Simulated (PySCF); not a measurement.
**Field gradients at the hydrogen positions**

Compound: C5H7FNP.
Atom-mapped SMILES: `[CH3:1][c:2]1[cH:3][n:4]([CH3:5])[c:6]([F:7])[p:8]1` (hydrogens: H9, H10, H11 on C1; H12 on C3; H13, H14, H15 on C5)

Structure used (GFN2-xTB), in Å, numbered top down from 1:
```
atom  x, y, z in Å
C1     2.6714    0.0300   -0.0852
C2     1.2193    0.3803   -0.0462
C3     0.2087   -0.5322   -0.0129
N4    -1.0381    0.0161    0.0071
C5    -2.2589   -0.7418    0.0959
C6    -0.9755    1.3644   -0.0040
F7    -2.1461    2.0245    0.0160
P8     0.6020    2.0459   -0.0500
H9     3.2091    0.5347    0.7157
H10    3.1147    0.3431   -1.0299
H11    2.8053   -1.0443    0.0237
H12    0.3074   -1.6032   -0.0067
H13   -3.0823   -0.1592   -0.3150
H14   -2.1549   -1.6677   -0.4686
H15   -2.4865   -0.9826    1.1381
```

Level: PBE0/pcSseg-1 (PySCF, non-relativistic); Q(2H) = 0.00286 b; rigid geometry, the same for H and D, with no vibrational averaging.

Task: Rank these positions by the coupling χzz of a deuteron there, largest first.
A. H15 (methyl hydrogen)
B. H12 (aromatic hydrogen)
C. H14 (methyl hydrogen)
D. H11 (methyl hydrogen)

Result: B (227 kHz), D (211 kHz), C (204 kHz), A (199 kHz).

Task: Give the electric field gradient Vzz (the principal value of largest size), its asymmetry and the 2H coupling at each hydrogen.

Result: 
```tsv
atom	bonded to	bond length (Å)	Vzz (au)	η	χzz (kHz)
H9	C1	1.089	0.3114	0.02	209
H10	C1	1.089	0.3106	0.02	209
H11	C1	1.088	0.3140	0.04	211
H12	C3	1.076	0.3373	0.13	227
H13	C5	1.089	0.2997	0.08	201
H14	C5	1.089	0.3030	0.07	204
H15	C5	1.094	0.2955	0.06	199
```

Task: A static deuteron (I = 1) shows a doublet split by (3/2)χ, (3/4)χ(1 + η) and (3/4)χ(1 − η) with the field along z, y and x of the gradient. What are these for H9?

Result: With |χ| = 209.3 kHz and η = 0.024: 314, 161 and 153 kHz, to first order and without motion.

Isolated species at its GFN2-xTB geometry, gas phase. GFN2-xTB bond lengths can be off by several hundredths of an ångström, more for odd bonds, and the gradients follow them. The basis is small and wasn't made for field gradients, so the couplings can be 20 % off.
